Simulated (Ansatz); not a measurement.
Consider the hydrogenolysis of a B–Si bond: `[SiH3][BH][GaH2]` + H₂ → `[BH2][GaH2]` + SiH₄.

Program: Ansatz. Geometries: PBE0-D4/def2-TZVP. ΔE: electronic, gas phase. CCSD(T)/CBS is the MP2 limit (def2-TZVPP, def2-QZVPP) plus CCSD(T) − MP2 in def2-TZVPP, frozen cores. This one scheme is used for every species. DFT in def2-TZVPP. For Ga outer-core shells are correlated without core-valence functions, which leaves a few kJ/mol of doubt a bond. Scalar relativity is left out up to krypton.

`[SiH3][BH][GaH2]`:

Z-matrix (Å, degrees):
```
Si
B 1 2.007
H 1 1.490 2 113.1
H 1 1.489 2 114.7 3 124.7
H 1 1.495 2 104.9 3 -117.6
Ga 2 2.057 1 124.5 3 -141.3
H 2 1.200 1 115.3 3 41.4
H 6 1.575 2 121.3 1 92.5
H 6 1.574 2 122.4 1 -85.7
```

H₂:

Cartesian coordinates in Å:
```
H -0.062 -0.250 -0.270
H 0.062 0.250 0.270
```

`[BH2][GaH2]`:

Cartesian coordinates in Å:
```
B 0.663 -0.789 -0.383
Ga -0.581 0.694 0.335
H 0.240 -1.837 -0.784
H 1.853 -0.659 -0.426
H -1.188 1.809 -0.597
H -0.986 0.783 1.856
```

SiH₄:

Cartesian coordinates in Å:
```
Si 0.000 0.000 0.000
H 0.283 -1.319 0.619
H 1.149 0.405 -0.849
H -0.209 1.012 1.066
H -1.223 -0.097 -0.836
```

CCSD(T)/CBS gives -24.6 kJ/mol.

Question: Another level gave -31.1 kJ/mol. Which?
A. PBE/def2-TZVPP
B. BLYP/def2-TZVPP
C. PBE0/def2-TZVPP
D. SCS-MP2/def2-TZVPP

Answer: B. BLYP -31.1, PBE0 -23.7, SCS-MP2/def2-TZVPP -35.2, PBE -16.9 kJ/mol.

Largest T1 diagnostic among the species: 0.015.

From r2SCAN to r2SCAN0 (25 % exact exchange), in def2-TZVPP and without D4, ΔE moves by −5.5 kJ/mol. In def2-TZVPP, CCSD(T) changes the Hartree–Fock value by +29.6 kJ/mol (the triples alone add +5.2 kJ/mol) and MP2 by +29.3 kJ/mol. The D4 term adds +8.8 kJ/mol with B3LYP and +4.9 kJ/mol with PBE0; it sums over pairs of atoms, weighted by their polarisabilities, and B3LYP, whose exchange is more repulsive, gets the larger term.

B3LYP here is the variant with VWN-RPA as its local correlation; programs differ in this.
